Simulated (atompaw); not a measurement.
Cutoff test, chlorine, PAW (atompaw)

atompaw 4.2.0.5 input, output lines left out:

```
Cl 17
GGA-PBESOL loggrid 1500 logderivrange -4 5 226
3 3 0 0 0 0
3 1 5
0 0 0
c
c
v
c
v
2
1.65 1.20 1.45 0.90
y
0.45
n
y
-0.3
n
y
0.2
y
1.6
n
custom rrkj vanderbiltortho besselshape
3 -0.5 troulliermartins
1.65
1.65
1.65
1.65
1.30
1.65
```

The pseudo-atom Hamiltonian at the reference potential is diagonalised in spherical Bessel functions j_l(qr) that vanish at 20 bohr, with q² up to the cutoff. All-electron valence levels (Ry): 3s -1.5034, 3p -0.6303.

Q: How do the lowest levels (Ry) of each channel move with the cutoff, and are there ghosts?

A:

```csv
cutoff (Ry),s #1,s #2,p #1,p #2,d #1,f #1,f #2,Σ f·Δε (mRy)
8,-1.4981,-0.0190,-0.5212,0.0372,0.0755,0.1189,0.2559,556.4
12,-1.5026,-0.0191,-0.5950,0.0358,0.0755,0.1189,0.2559,178.4
18,-1.5032,-0.0191,-0.6246,0.0353,0.0754,0.1189,0.2559,29.2
21,-1.5033,-0.0191,-0.6280,0.0353,0.0752,0.1189,0.2559,12.3
30,-1.5034,-0.0191,-0.6302,0.0353,0.0749,0.1189,0.2559,0.7
40,-1.5034,-0.0191,-0.6303,0.0353,0.0748,0.1189,0.2559,0.4
400,-1.5035,-0.0191,-0.6304,0.0352,0.0748,0.1189,0.2559,0.0
```

Result: no extra level below or beside the all-electron valence levels (s, p, d, f tested); 10 mRy is reached at 25 Ry and 1 mRy at 30 Ry.
